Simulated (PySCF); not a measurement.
## Ge (germanium, neutral) across methods

[Ar] 3d10 4s2 4p2, high-spin 3P determinant. Computed with PySCF 2.14 in aug-cc-pVDZ-DK, with scalar relativity by spin-free X2C-1e.

```
   method  E (hartree)  mean ε 4s α (eV)  mean ε 4s β (eV)  mean ε 4p α (eV)  Σ⟨r²⟩ (bohr²)   ⟨S²⟩
    TPSSh    -2098.584           -12.948           -11.046            -4.869          40.57  2.003
  r2SCANh    -2098.594           -13.252           -11.306            -5.069          40.41  2.005
      UHF  -2096.95964           -17.527           -13.468            -7.883          41.25  2.010
      PBE    -2098.340           -12.183           -10.803            -4.385          40.99  2.002
BHandHLYP    -2098.600           -15.038           -12.747            -6.128          40.73  2.003
      LDA    -2095.331           -12.379           -11.160            -4.405          40.84  2.001
    M06-L    -2098.547           -12.412           -10.814            -4.415          40.45  2.003
     PBE0    -2098.369           -13.699           -11.727            -5.390          40.70  2.003
```

(1) Estimate the same row for r2SCAN.

## Answers

(1) E (hartree) = -2098.607; mean ε 4s α (eV) = -12.703; mean ε 4s β (eV) = -10.939; mean ε 4p α (eV) = -4.705; Σ⟨r²⟩ (bohr²) = 40.41; ⟨S²⟩ = 2.005.
